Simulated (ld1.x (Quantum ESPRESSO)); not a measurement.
**An all-electron radial function and its pseudo partner (cadmium)**

Columns: radius, all-electron u(r) and pseudo u(r) of the 5p shell (level -14.59 eV) of cadmium in the configuration [Kr] 4d10 5s0 5p0; PBE, scalar-relativistic, PAW scheme, ld1.x (Quantum ESPRESSO) 7.5.

| r (bohr) | all-electron | pseudo |
| --- | --- | --- |
| 0.140 | -0.0126 | -0.0062 |
| 0.280 | -0.1759 | -0.0246 |
| 0.420 | 0.0022 | -0.0542 |
| 0.560 | 0.2016 | -0.0937 |
| 0.700 | 0.2889 | -0.1412 |
| 0.840 | 0.2672 | -0.1946 |
| 0.980 | 0.1768 | -0.2517 |
| 1.120 | 0.0545 | -0.3102 |
| 1.260 | -0.0755 | -0.3680 |
| 1.400 | -0.1992 | -0.4231 |
| 1.540 | -0.3096 | -0.4739 |
| 1.680 | -0.4039 | -0.5192 |
| 1.820 | -0.4812 | -0.5583 |
| 1.960 | -0.5422 | -0.5906 |
| 2.100 | -0.5882 | -0.6161 |
| 2.240 | -0.6205 | -0.6348 |
| 2.380 | -0.6409 | -0.6469 |
| 2.520 | -0.6509 | -0.6527 |
| 2.660 | -0.6521 | -0.6524 |
| 2.800 | -0.6459 | -0.6459 |
| 2.940 | -0.6334 | -0.6334 |
| 3.080 | -0.6158 | -0.6158 |
| 3.220 | -0.5942 | -0.5942 |
| 3.360 | -0.5695 | -0.5695 |
| 3.500 | -0.5425 | -0.5425 |
| 3.640 | -0.5139 | -0.5139 |

Task: How many radial nodes do the two functions have?

Result: The all-electron 5p function has n − l − 1 = 3 (the table is too coarse to show those close to the nucleus); the pseudo-wave has 0, since the states of the same l below it are removed with the core.

Task: At about which radius was the pseudo-wave matched?

Result: 2.80 bohr, where the columns begin to agree (steps of 0.14 bohr).

Task: Is the pseudo-wave norm-conserving?

Result: No, it belongs to a PAW set: the norm inside the radius is not constrained, and the difference is carried by the augmentation charge.
